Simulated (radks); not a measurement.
The numbers below are computed, except where a source is named.
Valence configurations of Hf (all share [Xe]). Level of theory: Dirac Kohn-Sham, PBEsol, spin-unpolarised, spherical densities, finite nucleus; open shells fill j = l - 1/2 first; Fermi nuclear charge, rms radius 5.347 fm (a radial shooting solver on a logarithmic mesh with Libxc functionals). Energies are relative to 4f14 5d2 6s2; eigenvalues in eV.

valence           E (eV)  e(4f5/2)  e(4f7/2)  e(5d3/2)  e(6p1/2)  e(6s1/2)
4f14 5d2 6s2       0.000   -17.498   -15.754    -2.849         -    -5.055
4f14 5d2 6s1 6p1   3.504   -18.742   -16.997    -3.853    -2.221    -5.795
4f12 5d4 6s1 6p1  42.975   -34.676   -32.766    -6.059    -2.276    -6.242
4f14 5d4           5.137   -14.998   -13.255    -1.574         -         -
4f13.5 5d2.5 6s2   7.247   -21.262   -19.476    -3.370         -    -5.176
4f14 5d1 6s2 6p1   1.849   -20.809   -19.062    -5.026    -2.503    -6.368
4f12 5d2 6s2 6p2  49.132   -41.307   -39.394   -10.371    -3.527    -8.315
4f13 5d3 6s2      16.130   -25.166   -23.340    -3.888         -    -5.275
4f14 6s2 6p2       5.129   -24.507   -22.759         -    -3.338    -7.663
4f13 5d2 6s2 6p1  19.115   -28.763   -26.935    -6.341    -2.582    -6.686

NIST lists [Xe] 4f14 5d2 6s2 as the ground configuration; this level of theory agrees among the configurations tried. The energies are those of spherical spin-averaged densities, not of single terms.
